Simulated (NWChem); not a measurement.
System: CH₄F₂Si; SMILES C(F)[SiH2]F

Here is an NWChem input.

```
start job
memory heap 200 mb stack 900 mb global 1100 mb
geometry units angstroms noautosym nocenter noautoz
  F      0.632626    -1.805542     0.242996
  C     -0.195285    -1.050973    -0.558889
  Si    -0.457393     0.672583     0.163188
  F      0.914945     1.535341     0.040693
  H      0.236063    -0.987891    -1.574913
  H     -1.173099    -1.560448    -0.658006
  H     -0.820253     0.579339     1.601958
  H     -1.511943     1.365968    -0.629888
end
basis spherical
  F library sto-3g
  C library sto-3g
  Si library sto-3g
  H library sto-3g
end
dft
  xc m06-2x
  iterations 150
end
cosmo
  do_cosmo_smd true
  solvent water
end
task dft energy
```

Parts of the log:

```
             Northwest Computational Chemistry Package (NWChem) 7.3.0
             --------------------------------------------------------

                             Geometry "geometry" -> ""
                             -------------------------

 Output coordinates in angstroms (scale by  1.889725989 to convert to a.u.)

  No.       Tag          Charge          X              Y              Z
 ---- ---------------- ---------- -------------- -------------- --------------
    1 F                    9.0000     0.63262600    -1.80554200     0.24299600
    2 C                    6.0000    -0.19528500    -1.05097300    -0.55888900
    3 Si                  14.0000    -0.45739300     0.67258300     0.16318800
    4 F                    9.0000     0.91494500     1.53534100     0.04069300
    5 H                    1.0000     0.23606300    -0.98789100    -1.57491300
    6 H                    1.0000    -1.17309900    -1.56044800    -0.65800600
    7 H                    1.0000    -0.82025300     0.57933900     1.60195800
    8 H                    1.0000    -1.51194300     1.36596800    -0.62988800

 Effective nuclear repulsion energy (a.u.)     171.7444381833

                                 NWChem DFT Module
                                 -----------------

 Summary of "ao basis" -> "ao basis" (spherical)
 ------------------------------------------------------------------------------
       Tag                 Description            Shells   Functions and Types
 ---------------- ------------------------------  ------  ---------------------
 F                           sto-3g                  3        5   2s1p
 C                           sto-3g                  3        5   2s1p
 Si                          sto-3g                  5        9   3s2p
 H                           sto-3g                  1        1   1s

 in cosmo_initialize ...
 calling solv_data for solv:h2o

 solvent parameters
 solvname_short: h2o
 solvname_long:  water
 dielec:       78.4000
 dielecinf:     1.7769
 aqueous SMD model solvent descriptors
 dielec:       78.4000
 sola:          0.8200

          ---------------
          -cosmo- solvent
          ---------------
 Cosmo: York-Karplus, doi: 10.1021/jp992097l
 dielectric constant -eps-     =  78.40
 screen = (eps-1)/(eps    )    =   0.98724
 surface charge correction     = lagrangian

   van der Waals surface
 --------------------------

[...]

                                COSMO-SMD solvation results
                                ---------------------------

             internal energy in gas <Psi(g)|H|Psi(g)> =      -522.971110722178
         internal energy in solvent <Psi(s)|H|Psi(s)> =      -522.970931676765
                               delta internal energy  =         0.000179045414 (    0.11 kcal/mol)
   total free energy in solvent <Psi(s)|H+V/2|Psi(s)> =      -522.973548232622
 polarization energy contribution <Psi(s)|V/2|Psi(s)> =        -0.002616555858 (   -1.64 kcal/mol)
    total free energy in solvent including G(SMD-CDS) =      -522.967648569415
                       G(SMD-CDS) energy contribution =         0.005899663207 (    3.70 kcal/mol)
     1 M fixed-concentration free energy of solvation =         0.003462152763 (    2.17 kcal/mol)

                       DFT Final Molecular Orbital Analysis
                       ------------------------------------

 Vector   19  Occ=2.000000D+00  E=-2.721173D-01
              MO Center=  4.0D-01, -2.5D-01,  4.7D-02, r^2= 3.7D+00
   Bfn.  Coefficient  Atom+Function         Bfn.  Coefficient  Atom+Function
  ----- ------------  ---------------      ----- ------------  ---------------
    24     -0.550521  4 F  pz                 3      0.542984  1 F  px
     5     -0.339551  1 F  pz                28     -0.240318  8 H  s
    26      0.209744  6 H  s                 27      0.200655  7 H  s
    22     -0.193976  4 F  px                 4      0.192355  1 F  py
    25     -0.187661  5 H  s                 23      0.128370  4 F  py

 Vector   20  Occ=2.000000D+00  E=-2.717316D-01
              MO Center=  3.6D-01, -3.9D-02,  9.9D-02, r^2= 3.7D+00
   Bfn.  Coefficient  Atom+Function         Bfn.  Coefficient  Atom+Function
  ----- ------------  ---------------      ----- ------------  ---------------
    24      0.568466  4 F  pz                 3      0.467115  1 F  px
     5     -0.338562  1 F  pz                27     -0.289654  7 H  s
    28      0.234112  8 H  s                 23     -0.220591  4 F  py
    25     -0.213252  5 H  s                  4      0.196919  1 F  py
    26      0.179721  6 H  s                 22      0.133018  4 F  px

 Vector   21  Occ=2.000000D+00  E=-2.299205D-01
              MO Center=  2.7D-01, -5.9D-01, -2.0D-02, r^2= 3.0D+00
   Bfn.  Coefficient  Atom+Function         Bfn.  Coefficient  Atom+Function
  ----- ------------  ---------------      ----- ------------  ---------------
     4      0.562065  1 F  py                23     -0.395318  4 F  py
     5      0.388919  1 F  pz                 9     -0.330222  2 C  py
    18      0.228607  3 Si py                28      0.196909  8 H  s
    10     -0.171524  2 C  pz                24     -0.171654  4 F  pz
    26      0.163212  6 H  s                 22      0.158871  4 F  px

 Vector   22  Occ=0.000000D+00  E= 3.226593D-01
              MO Center= -9.5D-02,  5.3D-01,  2.0D-01, r^2= 2.2D+00
   Bfn.  Coefficient  Atom+Function         Bfn.  Coefficient  Atom+Function
  ----- ------------  ---------------      ----- ------------  ---------------
    16      1.083668  3 Si s                 27     -0.553693  7 H  s
     9     -0.471610  2 C  py                22      0.429725  4 F  px
     7     -0.380878  2 C  s                 17      0.372505  3 Si px
    21     -0.353912  4 F  s                 23      0.333723  4 F  py
    28     -0.332646  8 H  s                 12     -0.227295  3 Si s

[...]
```

Level: M06-2X/STO-3G, SMD on the gas-phase geometry. The geometry was optimised at PBE0/def2-SVP. Solvent: water.
